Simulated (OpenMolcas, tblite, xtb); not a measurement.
# A ladder of methods for GeSiH5 (SMILES [SiH2][GeH3])

GeSiH5: 7 atoms, total charge 0, spin state doublet. SMILES: `[SiH2][GeH3]`. Geometry: relaxed at PBE0-D4/def2-TZVP.

Quantity: the dipole moment, in D. The values are calculated.

```json
{"level": "IPEA1-xTB", "kind": "semi-empirical", "program": "tblite", "value (D)": "1.34", "CPU time": "under 2 s"}
{"level": "GFN0-xTB", "kind": "semi-empirical", "program": "xtb", "value (D)": "1.56", "CPU time": "under 2 s"}
{"level": "UHF/aug-cc-pVDZ", "kind": "Hartree–Fock", "program": "OpenMolcas", "value (D)": "0.03", "CPU time": "19 s"}
{"level": "USVWN5/aug-cc-pVDZ", "kind": "LDA", "program": "OpenMolcas", "value (D)": "0.11", "CPU time": "52 s"}
{"level": "UBLYP/aug-cc-pVDZ", "kind": "GGA", "program": "OpenMolcas", "value (D)": "0.04", "CPU time": "74 s"}
{"level": "UTPSS/aug-cc-pVDZ", "kind": "meta-GGA", "program": "OpenMolcas", "value (D)": "0.02", "CPU time": "1.8 min"}
{"level": "UBHLYP/aug-cc-pVDZ", "kind": "global hybrid", "program": "OpenMolcas", "value (D)": "0.02", "CPU time": "87 s"}
```

All-electron rows without a relativistic Hamiltonian named are non-relativistic. The values span 0.02 to 1.56 D. Magnitudes only. Times are those of the runs behind each value, whatever else they computed, on shared processors of several kinds: orders of magnitude only.
